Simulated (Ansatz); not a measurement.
An input meant for Zn10O10 (charge 0, singlet).

```yaml
crystal:
  periodic: [false, false, false]
  atoms:
    - {symbol: Zn, position_ang: [-2.191094, -2.167456, -0.862745]}
    - {symbol: Zn, position_ang: [-1.969024, 1.023182, -0.923332]}
    - {symbol: Zn, position_ang: [-2.699780, -0.467436, 1.146944]}
    - {symbol: Zn, position_ang: [-1.251987, 2.641880, 1.448972]}
    - {symbol: Zn, position_ang: [0.873840, -2.391856, -1.139558]}
    - {symbol: Zn, position_ang: [-0.462906, -2.848870, 1.065938]}
    - {symbol: Zn, position_ang: [2.409027, -1.161659, 0.797619]}
    - {symbol: Zn, position_ang: [1.182638, 0.816420, -1.641598]}
    - {symbol: Zn, position_ang: [0.713334, 3.141749, -0.341259]}
    - {symbol: Zn, position_ang: [3.145048, 1.430790, 0.265133]}
    - {symbol: O, position_ang: [-3.051579, -0.517572, -0.918342]}
    - {symbol: O, position_ang: [-0.749088, -3.319102, -1.034024]}
    - {symbol: O, position_ang: [-2.216266, -2.255603, 1.306652]}
    - {symbol: O, position_ang: [-0.406040, 1.863828, -1.464323]}
    - {symbol: O, position_ang: [-2.495064, 1.395986, 1.057147]}
    - {symbol: O, position_ang: [0.058446, 3.827349, 1.246559]}
    - {symbol: h, position_ang: [1.920662, -0.846273, -1.272931]}
    - {symbol: O, position_ang: [1.383167, -2.723471, 0.851161]}
    - {symbol: O, position_ang: [3.474517, 0.170758, 1.476790]}
    - {symbol: O, position_ang: [2.332151, 2.387366, -1.064802]}
basis:
  gaussian: {orbitals: STO-3G}
hamiltonian: {xc: {name: CAM-B3LYP}}
scf: {omitted_lower_state_checks: [starts]}
output: {forces: true}
```

```sh
$ ansatz run in.yaml --threads 2 --pin off --events-out ev --progress --plain --max-ram 32768MiB --backend cuda --devices 0, --max-vram 18GiB
```

Shortened log:

```
Error: YAML parse error: error: line 20 column 16: `h` is not an element symbol (H … Og, case-exact)
18 |     - {symbol: O, position_ang: [-2.495064, 1.395986, 1.057147]}
19 |     - {symbol: O, position_ang: [0.058446, 3.827349, 1.246559]}
20 |     - {symbol: h, position_ang: [1.920662, -0.846273, -1.272931]}
21 |     - {symbol: O, position_ang: [1.383167, -2.723471, 0.851161]}
22 |     - {symbol: O, position_ang: [3.474517, 0.170758, 1.476790]}
```

In this input an element symbol is wrong. The program refused the input.
